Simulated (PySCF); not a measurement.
SMILES [GeH3][Te]I (PBE0/def2-SVP optimised geometry):

```
6

Te     1.447     0.613     0.000
I      1.642    -2.102     0.026
Ge    -1.126     0.613     0.000
H     -1.519     2.102     0.000
H     -1.642    -0.089    -1.265
H     -1.638    -0.090     1.266
```

Level of theory: PBE0/def2-TZVP, def2 effective core potentials past Kr (PySCF).

### Question
What are the frontier orbital energies and the dipole moment?

### Answer
HOMO-2 -8.23 eV, HOMO-1 -7.48 eV, HOMO -6.35 eV, LUMO -2.87 eV, LUMO+1 -1.00 eV; dipole moment 1.62 D.

On the same geometry PBE/def2-TZVP, def2 effective core potentials past Kr (PySCF) gives HOMO-2 -7.03 eV, HOMO-1 -6.42 eV, HOMO -5.32 eV, LUMO -3.60 eV, LUMO+1 -1.78 eV; dipole moment 1.47 D.
